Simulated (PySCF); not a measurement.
Compound: (I2In-mu-SH)2.
Bonds: In1–I2, In1–I3, In1–S4, In1–S8, S4–In5, In5–I6, In5–I7, In5–S8. Hydrogens: H9 on S4; H10 on S8.

Computed, not measured: PBE0-D3(BJ)/def2-SVP geometry optimisation, gas phase, def2 core potentials past Kr (PySCF 2.14.0).

Question: How far are the bound atoms from In1?

Answer: 4 atoms: S8 2.594 Å, S4 2.595 Å, I2 2.655 Å, I3 2.671 Å. The nearest atom not counted as bound is H9, at 3.01 Å (others tie with it).

Question: List the angles at In1.

Answer: 
```
    angle  degrees  distance of the outer atoms (Å)
I2–In1–I3    126.9                             4.76
I2–In1–S4    109.4                             4.29
I2–In1–S8    108.2                             4.25
I3–In1–S8    107.2                             4.24
I3–In1–S4    107.0                             4.23
S4–In1–S8     92.9                             3.76
```

Question: Describe the arrangement about In1 in numbers.

Answer: Angles from 92.9° to 126.9°; τ4 = (360° − α − β)/141° = 0.88 with α and β the two widest (0 for a square, 1 for a tetrahedron). The In–I distances aren't all alike: 2.655 to 2.671 Å. Differences among atoms that C2v makes equivalent are scatter left by the optimiser.

Question: What are the other bond lengths?

Answer: S4–H9, S8–H10 1.355 Å.

Question: Give some angles away from the centre.

Answer: In1–S4–In5 87.1°, S4–In5–I7 106.2°.

Question: What are the rotational constants (commonest isotopes, rigid rotor)?

Answer: A = 161.7, B = 92.8, C = 62.3 MHz: an asymmetric top.

Point group: C2v (tolerance 0.08 Å). Charge 0, singlet. Stationary, but not proved a minimum.

One conformer stands for the species.
